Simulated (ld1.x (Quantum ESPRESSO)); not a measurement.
**Which change was made? (Au, TM)**

ld1.x (Quantum ESPRESSO) 7.5 input, shortened:

```
&input
   title='Au', zed=79., rel=1, dft='PBESOL', iswitch=3,
   config='[Xe] 4f14 5d10 6s1 6p0'
 /
 &inputp
   pseudotype=2, tm=.true., lloc=-1, rcloc=1.90,
   nlcc=.true., rcore=0.90
 /
3
6S  1  0   1.00   0.00  2.40  2.40  0.0
6P  2  1   0.00   0.00  2.95  2.95  0.0
5D  3  2  10.00   0.00  1.45  1.45  0.0
 &test
   configts(1)='5d10 6s1 6p0'
 /
```

Cutoffs, loose and tight: the cutoffs (Ry, on a coarse ladder) from which the occupation-weighted sum of valence levels, in a spherical-Bessel basis at the reference potential, stays within 10 and 1 mRy of its value at 400 Ry. They do not see the model core or the augmentation charge, which bear on the density cutoff. Test errors are all-electron minus pseudo excitation energies from the reference, over the configurations 5d10 6s0 6p0; 5d9 6s0 6p0; 5d8 6s0 6p0; 5d10 6s0.5 6p0; 5d10 6s0 6p1; 5d9 6s2 6p0; 5d9 6s1 6p0; variants that change the core or the reference have their own tests.

The base gives: outcome: generated; cutoff, loose: 45 Ry; cutoff, tight: 80 Ry; bound ghosts: s; largest test error (meV): -172.

Problem. After one change the result is: outcome: generated; cutoff, loose: 70 Ry; cutoff, tight: 120 Ry; bound ghosts: s; largest test error (meV): -212. Which change was it?
A. reference 5d10 6s0.5 6p0.5
B. all radii but the core radius scaled by about 1.41 (s 3.38, p 4.14, d 2.04 bohr); local potential all-electron potential smoothed inside 2.66 bohr (lloc = -1)
C. local potential the s channel
D. wave 6s (bound): rc 2.40 bohr becomes 6s (bound): rc 1.54 bohr

Solution. D. The others give: local potential the s channel → outcome: generated; cutoff, loose: 45 Ry; cutoff, tight: 80 Ry; bound ghosts: none; largest test error (meV): -371 | all radii but the core radius scaled by about 1.41 (s 3.38, p 4.14, d 2.04 bohr); local potential all-electron potential smoothed inside 2.66 bohr (lloc = -1) → outcome: generated; cutoff, loose: 45 Ry; cutoff, tight: 60 Ry; bound ghosts: none; largest test error (meV): -517 | reference 5d10 6s0.5 6p0.5 → outcome: generated; cutoff, loose: 45 Ry; cutoff, tight: 80 Ry; bound ghosts: s; largest test error (meV): -543.
